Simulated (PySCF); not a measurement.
## Radial density of Ti⁺ (titanium, charge +1)

M06-L, [Ar] 3d2 4s1, high-spin 4F determinant. Calculation: PySCF 2.14, in aug-cc-pVDZ-DK (7s6p4d2f, 59 functions); the spin-free X2C one-electron Hamiltonian (Gaussian nucleus).

```json
{"r (bohr)": "0.00124", "4πr²ρ (e/bohr)": "0.1784", "4πr²(ρα − ρβ)": "0.0001"}
{"r (bohr)": "0.00209", "4πr²ρ (e/bohr)": "0.4562", "4πr²(ρα − ρβ)": "0.0002"}
{"r (bohr)": "0.00351", "4πr²ρ (e/bohr)": "1.142", "4πr²(ρα − ρβ)": "0.0006"}
{"r (bohr)": "0.00591", "4πr²ρ (e/bohr)": "2.757", "4πr²(ρα − ρβ)": "0.0014"}
{"r (bohr)": "0.00994", "4πr²ρ (e/bohr)": "6.253", "4πr²(ρα − ρβ)": "0.0031"}
{"r (bohr)": "0.0167", "4πr²ρ (e/bohr)": "12.70", "4πr²(ρα − ρβ)": "0.0060"}
{"r (bohr)": "0.0281", "4πr²ρ (e/bohr)": "21.30", "4πr²(ρα − ρβ)": "0.0092"}
{"r (bohr)": "0.0473", "4πr²ρ (e/bohr)": "26.18", "4πr²(ρα − ρβ)": "0.0079"}
{"r (bohr)": "0.0795", "4πr²ρ (e/bohr)": "21.79", "4πr²(ρα − ρβ)": "-0.0001"}
{"r (bohr)": "0.134", "4πr²ρ (e/bohr)": "20.74", "4πr²(ρα − ρβ)": "0.0130"}
{"r (bohr)": "0.225", "4πr²ρ (e/bohr)": "28.11", "4πr²(ρα − ρβ)": "0.0872"}
{"r (bohr)": "0.379", "4πr²ρ (e/bohr)": "15.75", "4πr²(ρα − ρβ)": "0.3215"}
{"r (bohr)": "0.637", "4πr²ρ (e/bohr)": "8.274", "4πr²(ρα − ρβ)": "1.0005"}
{"r (bohr)": "1.07", "4πr²ρ (e/bohr)": "9.161", "4πr²(ρα − ρβ)": "1.2699"}
{"r (bohr)": "1.80", "4πr²ρ (e/bohr)": "2.378", "4πr²(ρα − ρβ)": "0.8918"}
{"r (bohr)": "3.03", "4πr²ρ (e/bohr)": "0.5598", "4πr²(ρα − ρβ)": "0.5353"}
{"r (bohr)": "5.10", "4πr²ρ (e/bohr)": "0.07863", "4πr²(ρα − ρβ)": "0.0786"}
{"r (bohr)": "8.57", "4πr²ρ (e/bohr)": "0.0003580", "4πr²(ρα − ρβ)": "0.0004"}
{"r (bohr)": "14.4", "4πr²ρ (e/bohr)": "2.838e-05", "4πr²(ρα − ρβ)": "0.0000"}
```

Densities and radii are taken from the X2C orbitals without a picture-change correction, which distorts them close to the nucleus.
